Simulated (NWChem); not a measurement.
## Relativistic effects in SeSn

```xyz
2

Sn     0.0000     0.0000     0.9594
Se     0.0000     0.0000    -1.4109
```
Charge 0, spin multiplicity 1.

Program: NWChem. All single points use one geometry, from PBE/def2-SVP with def2 effective core potentials on Sn, a minimum by its harmonic frequencies.

Functional B3LYP, all-electron basis x2c-SVPall-2c, contracted for the X2C Hamiltonian and used here with ZORA. The ion keeps the geometry and has multiplicity 2 in the scalar run; the spin-orbit run starts from the same electron counts.

Costs are rough ratios of processor time within this set of runs, SCF included, with scalar ZORA as 1.

B3LYP has NWChem's definition, with VWN1-RPA local correlation. The structure started from a generated list of species. The stability of the SCF solutions was not checked.

| Hamiltonian | ΔSCF ionisation energy (eV) | HOMO (eV) | LUMO (eV) | gap (eV) | relative cost |
|---|---|---|---|---|---|
| scalar ZORA | 9.02 | -6.67 | -2.70 | 3.98 | 1 |
| spin-orbit ZORA | 8.89 | -6.56 | -2.83 | 3.73 | under 3 |

From scalar ZORA to spin-orbit ZORA the ionisation energy decreases by 0.13 eV.
